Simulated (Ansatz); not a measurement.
One geometry of C$_{3}$H$_{8}$ClGa, SMILES `C[CH2][Ga]([CH3])[Cl]`, several functionals.

```yaml
crystal:
  periodic: [false, false, false]
  atoms:
    - {symbol: C, position_ang: [-1.325321, 1.080786, 0.826671]}
    - {symbol: C, position_ang: [-0.014766, 1.381696, 0.109727]}
    - {symbol: Ga, position_ang: [0.958488, -0.191612, -0.553987]}
    - {symbol: C, position_ang: [0.569451, -2.107715, -0.470374]}
    - {symbol: Cl, position_ang: [2.820033, 0.285854, -1.570201]}
    - {symbol: H, position_ang: [-1.815819, 1.996326, 1.170185]}
    - {symbol: H, position_ang: [-1.172934, 0.448479, 1.705373]}
    - {symbol: H, position_ang: [-2.034386, 0.560263, 0.177487]}
    - {symbol: H, position_ang: [0.677253, 1.926950, 0.760163]}
    - {symbol: H, position_ang: [-0.175576, 2.037546, -0.752394]}
    - {symbol: H, position_ang: [0.542839, -2.519527, -1.481667]}
    - {symbol: H, position_ang: [-0.379844, -2.315569, 0.024884]}
    - {symbol: H, position_ang: [1.370882, -2.618175, 0.068833]}
basis:
  gaussian: {orbitals: def2-TZVPP}
hamiltonian: {xc: r2scan, dispersion: d4}
output: {forces: true, orbitals: {seedname: orbitals}}
```

```sh
$ ansatz run in.yaml --threads 2 --pin off --events-out ev --progress --plain --backend cuda
```

It prints (some lines left out):

```
Functional definition: r2SCAN
1674 factors; their error is unknown
mean field evaluation 1: about -68124.5208 eV, gradient 9.1e1 eV
mean field evaluation 2: about -68103.0720 eV, gradient 1.3e2 eV
mean field evaluation 4: about -68142.6561 eV, gradient 7.9e0 eV
mean field evaluation 8: about -68142.7797 eV, gradient 2.3e-1 eV
mean field evaluation 16: about -68142.7336 eV, gradient 1.0e-3 eV
mean field -68142.73364867 eV, -2504.1992727849 hartree, gradient 6.7e-5 eV, S^2 0.000000; 0 other end points of the search recorded, 0 dependent functions left out
reference -68142.73366220 eV, -2504.1992732819 hartree; 37, 37 occupied and 258, 258 virtual orbitals, 1674 factors
Total energy: -68142.80456814 eV, -2504.2018790271 hartree
Atom 0 at    -1.325321     1.080786     0.826671 Å, force    -0.122356    -0.039359     0.065930 eV/Å
Atom 1 at    -0.014766     1.381696     0.109727 Å, force     0.116134     0.022408    -0.064997 eV/Å
Atom 2 at     0.958488    -0.191612    -0.553987 Å, force    -0.012126    -0.019757     0.006886 eV/Å
Atom 3 at     0.569451    -2.107715    -0.470374 Å, force    -0.004384     0.012800     0.005822 eV/Å
Atom 4 at     2.820033     0.285854    -1.570201 Å, force    -0.011582    -0.002473     0.006266 eV/Å
Atom 5 at    -1.815819     1.996326     1.170185 Å, force     0.002581    -0.011613    -0.002224 eV/Å
Atom 6 at    -1.172934     0.448479     1.705373 Å, force    -0.001761     0.009496    -0.015261 eV/Å
Atom 7 at    -2.034386     0.560263     0.177487 Å, force     0.012657     0.007720     0.010466 eV/Å
Atom 8 at     0.677253     1.926950     0.760163 Å, force     0.002791     0.003156    -0.006580 eV/Å
Atom 9 at    -0.175576     2.037546    -0.752394 Å, force     0.007107     0.002791     0.001700 eV/Å
Atom 10 at     0.542839    -2.519527    -1.481667 Å, force     0.003433     0.006507     0.021719 eV/Å
Atom 11 at    -0.379844    -2.315569     0.024884 Å, force     0.023457    -0.001450    -0.013653 eV/Å
Atom 12 at     1.370882    -2.618175     0.068833 Å, force    -0.015950     0.009774    -0.016076 eV/Å
Dipole moment:    -0.515753    -0.102841     0.284040 e Å
```

Hardware: 2 threads of an AMD EPYC 7R13 on a shared host and a share of an NVIDIA H100 80 GB. Wall time 3 s, peak host memory 0.87 GiB.

Changing it to `hamiltonian: {xc: {name: r2SCANh}, dispersion: d4}` and no forces (abridged; 2 s):

```
Functional definition: r2SCANh
mean field evaluation 16: about -68142.3120 eV, gradient 1.2e-4 eV
mean field -68142.31199538 eV, -2504.1837773121 hartree, gradient 1.3e-5 eV, S^2 0.000000
Total energy: -68142.38807358 eV, -2504.1865731344 hartree
```

With the line `hamiltonian: {xc: hse06, dispersion: d4}` and no forces (abridged; 2.4 s):

```
Functional definition: HSE06
mean field evaluation 16: about -68130.3997 eV, gradient 5.0e-5 eV
mean field -68130.39968885 eV, -2503.7460081217 hartree, gradient 5.0e-5 eV, S^2 0.000000
Total energy: -68130.62296901 eV, -2503.7542135162 hartree
```

The same input with `hamiltonian: {xc: {name: PBE-QIDH}}` and no forces (abridged; 2.2 s):

```
Functional definition: PBE-QIDH
mean field evaluation 16: about -68109.3471 eV, gradient 1.7e-4 eV
mean field -68109.34713740 eV, -2502.9723411259 hartree, gradient 8.8e-6 eV, S^2 0.000000
22 core orbitals not correlated: weight in the atoms' cores, before any rotation towards them, 0.970 or more for the frozen orbitals, at most 0.035 for the correlated occupied ones
second order -24.25207672 eV of doubles, -0.00000000 eV of singles
Total energy: -68117.43117747 eV, -2503.2694241190 hartree
```

With the line `hamiltonian: {xc: {name: revPBE}, dispersion: d4}` and no forces (abridged; 2 s):

```
Functional definition: revPBE
mean field evaluation 16: about -68138.6939 eV, gradient 1.9e-4 eV
mean field -68138.69393371 eV, -2504.0508159982 hartree, gradient 4.8e-5 eV, S^2 0.000000
Total energy: -68139.47577759 eV, -2504.0795482311 hartree
```

With the line `hamiltonian: {xc: lda}` and no forces (abridged; 2 s):

```
Functional definition: SPW92
mean field evaluation 16: about -67991.8057 eV, gradient 1.8e-3 eV
mean field -67991.80570361 eV, -2498.6527731064 hartree, gradient 3.6e-5 eV, S^2 0.000000
Total energy: -67991.80574871 eV, -2498.6527747640 hartree
```

HSE06 is the plane-wave form, built on full-range PBE exchange.
